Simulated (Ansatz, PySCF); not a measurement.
Noncovalent pair: C2H6 (SMILES CC) (first 8 atoms) with C2H6O (SMILES COC); geometry from B3LYP-D3(BJ)/def2-TZVP, rigid monomers moved along the line of their centres of mass till H5···O10 is 4.61 Å.
(charge 0, multiplicity 1):
```tsv
atom	x (Å)	y (Å)	z (Å)
C	-0.3239	0.7615	0.0300
C	0.1725	-0.6803	-0.0351
H	-1.3851	0.8256	-0.2208
H	0.2178	1.3972	-0.6736
H	-0.1888	1.1746	1.0301
H	-0.3752	-1.3199	0.6602
H	1.2313	-0.7461	0.2239
H	0.0506	-1.1033	-1.0346
C	1.2430	-0.3392	5.7629
O	0.1680	0.5559	5.5826
C	-1.0863	-0.0601	5.7700
H	1.1905	-1.1755	5.0543
H	1.2576	-0.7461	6.7827
H	2.1627	0.2172	5.5886
H	-1.2391	-0.8828	5.0595
H	-1.8502	0.6979	5.6044
H	-1.1890	-0.4571	6.7886
```

Monomers are frozen at their geometry in the pair; levels with a basis set take the counterpoise correction.

Correlated levels freeze the cores.

The values were computed with Ansatz (a program for electronic structure) with Gaussian orbitals; PySCF for the dispersion terms. 

PBE/def2-TZVPPD gives -0.07 kcal/mol for the interaction energy.

### Question
Where do these levels fall relative to PBE: PBE-D3(BJ)/def2-TZVPPD, r2SCAN/def2-TZVPPD, PBE0/def2-TZVPPD, wB97M-V/def2-TZVPPD, MP2/aug-cc-pVDZ.

### Answer
PBE-D3(BJ)/def2-TZVPPD -0.17; r2SCAN/def2-TZVPPD 0.02; PBE0/def2-TZVPPD 0.02; wB97M-V/def2-TZVPPD -0.15; MP2/aug-cc-pVDZ -0.13 kcal/mol. 2 of 5 lie above PBE; the widest gap is to PBE-D3(BJ)/def2-TZVPPD.
